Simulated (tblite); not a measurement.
Species: C6H4F3O (doublet state).
Structure used (GFN2-xTB), in Å, numbered top down from 1:
```
atom  x, y, z in Å
C1     3.5322   -0.8172   -0.2035
C2     2.5564   -0.0852   -0.6367
O3     1.2546   -0.1742   -0.1859
C4     0.3345    0.6387   -0.7116
C5    -0.9569    0.6320   -0.3430
C6    -1.5381   -0.2316    0.6533
F7    -0.7451   -1.1159    1.2844
C8    -2.8320   -0.2106    0.9958
F9    -3.7171    0.6179    0.4444
F10   -3.4111   -0.9834    1.9041
H11    3.7777   -1.5931    0.4762
H12    2.7119    0.6690   -1.4082
H13    0.6710    1.3340   -1.4767
H14   -1.6385    1.3191   -0.8146
```

Computed values, GFN2-xTB/tblite, gas phase, harmonic and unscaled. The method is semi-empirical: single wavenumbers can be off by several per cent or more. One conformer, not necessarily the lowest. Open shells enter through the occupations alone, without spin polarisation, and single modes of such species can be off by tens of per cent.

Harmonic wavenumbers (cm⁻¹): 35.9, 76.4, 82.1, 107.3, 160.6, 161.0, 244.3, 296.4, 314.6, 419.5, 422.0, 449.7, 515.1, 538.3, 561.1, 663.7, 691.8, 773.0, 808.0, 873.0, 884.8, 1001.9, 1056.0, 1113.8, 1206.3, 1239.3, 1255.4, 1277.6, 1366.9, 1641.3, 1684.1, 1722.8, 2938.3, 3000.8, 3128.4, 3247.8.

A = 3924, B = 572.4, C = 499.6 MHz; mass 149.021 u (most abundant isotopes); point group Cs, symmetry number 1; spin multiplicity 2.

Question: Zero-point energy?

Answer: Half the sum of the wavenumbers: 17980 cm⁻¹ = 215.08 kJ/mol.

Question: What is S at 200 K and 1 bar for an ideal gas of classical rigid rotors and harmonic oscillators?

Answer: Translation 162.97, rotation 120.70, vibration 91.66, spin (R ln 2) 5.76: S = 381.1 J/(mol K).

Question: And Cp and H(200 K) − H(0)?

Answer: Cp = 125.53 J/(mol K), of which vibrations give 92.27 (their classical limit is 36 R = 299.3); H(200 K) − H(0) = 16.37 kJ/mol without the zero-point energy, 9.72 from vibrations.

Question: Which modes carry the vibrational entropy at 200 K?

Answer: 35.9 cm⁻¹: 19.59; 76.4 cm⁻¹: 13.39; 82.1 cm⁻¹: 12.81; 107.3 cm⁻¹: 10.67; 160.6 cm⁻¹: 7.56; 161.0 cm⁻¹: 7.54 J/(mol K); the other 30 give 20.09 together.

Question: How do the functions run with temperature in this model?

Answer: 
| T (K) | S (J/(mol K)) | Cp (J/(mol K)) | H − H(0) (kJ/mol) | G − H(0) (kJ/mol) | ln q(vib) |
| --- | --- | --- | --- | --- | --- |
| 100 | 309.8 | 84.1 | 5.85 | -25.13 | 2.19 |
| 300 | 439.0 | 161.4 | 30.77 | -100.93 | 8.03 |
| 500 | 534.9 | 214.4 | 68.77 | -198.67 | 13.31 |
| 800 | 646.5 | 258.9 | 140.51 | -376.66 | 20.27 |
| 1000 | 706.2 | 276.4 | 194.15 | -512.09 | 24.34 |

q(vib) and H(0) count from the zero-point level.

Question: What must be added to the electronic energy to get the Gibbs energy at 200 K and 1 bar?

Answer: ZPE + [H(200 K) − H(0)] − T·S = 215.08 + 16.37 − 76.22 = 155.23 kJ/mol.

Question: Blend soft modes into free rotors: weight 1/[1 + (100 cm⁻¹/ν̃)⁴] for the oscillator and the rest for a rotor with moment μB/(μ + B), μ = h/(8π²ν), B = 10⁻⁴⁴ kg m². What vibrational entropy results?

Answer: 84.08 J/(mol K) in place of 91.66, which changes −T·S at 200 K by +1.52 kJ/mol.

Hindered rotation and anharmonicity are outside this model. Other conformers, if any are populated, would add a mixing term that is left out.

Time: 0.43 s wall. Hardware: Arm Neoverse V1, one thread, no GPU, shared host. This covers the Hessian and the dipole derivatives.
